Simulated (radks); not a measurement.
Ho5+, 62 electrons, occupied as [Kr] 4d10 4f9 5s2 5p5.

Method: scalar-relativistic Kohn-Sham, PBEsol, spin-polarised, spherical densities, finite nucleus; open shells are filled with parallel spins first (spin-orbit coupling, left out, can overturn this in heavy ions); Fermi nuclear charge, rms radius 5.2022 fm; computed with a radial shooting solver on a logarithmic mesh with Libxc functionals.

Energy parts (Ry):
total: -25210.3053
kinetic: 27258.9308
electron-nucleus: -61463.9941
Hartree: 9522.4625
exchange-correlation: -527.7046

Orbitals (lengths in bohr, moments of r in powers of bohr; <r^-3> diverges for s and p1/2):
1s up: occ. 1; eigenvalue (Ry) -4081.883; <r^4> 9.265e-07
1s down: occ. 1; eigenvalue (Ry) -4081.877; <r^4> 9.265e-07
2s up: occ. 1; eigenvalue (Ry) -687.2465; <r^4> 0.0001449
2s down: occ. 1; eigenvalue (Ry) -687.2376; <r^4> 0.0001448
2p up: occ. 3; eigenvalue (Ry) -609.5978; <r^-3> 13540; <r^4> 0.0001096
2p down: occ. 3; eigenvalue (Ry) -609.5884; <r^-3> 13540; <r^4> 0.0001096
3s up: occ. 1; eigenvalue (Ry) -157.7643; <r^4> 0.005513
3s down: occ. 1; eigenvalue (Ry) -157.5883; <r^4> 0.005498
3p up: occ. 3; eigenvalue (Ry) -134.0297; <r^-3> 2895; <r^4> 0.005809
3p down: occ. 3; eigenvalue (Ry) -133.8536; <r^-3> 2900; <r^4> 0.005790
3d up: occ. 5; eigenvalue (Ry) -103.8514; <r^-3> 386.0; <r^4> 0.004578
3d down: occ. 5; eigenvalue (Ry) -103.7150; <r^-3> 386.7; <r^4> 0.004556
4s up: occ. 1; eigenvalue (Ry) -35.55452; <r^4> 0.1330
4s down: occ. 1; eigenvalue (Ry) -35.18897; <r^4> 0.1331
4p up: occ. 3; eigenvalue (Ry) -27.71645; <r^-3> 658.1; <r^4> 0.1744
4p down: occ. 3; eigenvalue (Ry) -27.35621; <r^-3> 656.6; <r^4> 0.1748
4d up: occ. 5; eigenvalue (Ry) -17.11874; <r^-3> 74.10; <r^4> 0.2658
4d down: occ. 5; eigenvalue (Ry) -16.76278; <r^-3> 73.85; <r^4> 0.2677
5s up: occ. 1; eigenvalue (Ry) -8.42938; <r^4> 3.778
5s down: occ. 1; eigenvalue (Ry) -8.19290; <r^4> 3.929
5p up: occ. 3; eigenvalue (Ry) -6.38921; <r^-3> 105.8; <r^4> 6.363
5p down: occ. 2; eigenvalue (Ry) -6.19025; <r^-3> 101.9; <r^4> 6.720
4f up: occ. 7; eigenvalue (Ry) -5.48464; <r^-3> 11.30; <r^4> 0.9950
4f down: occ. 2; eigenvalue (Ry) -5.14188; <r^-3> 11.13; <r^4> 1.098

The highest occupied level is 4f down at -69.959 eV. The electron density at the nucleus is 8.462e+05 e/bohr^3 (large components only). The spin density at the nucleus is -2.03 e/bohr^3 (1s -0.72, 2s -1.10, 3s -15.98, 4s 4.29, 5s 11.48). The density falls to 0.001 e/bohr^3 at r = 2.88 bohr.
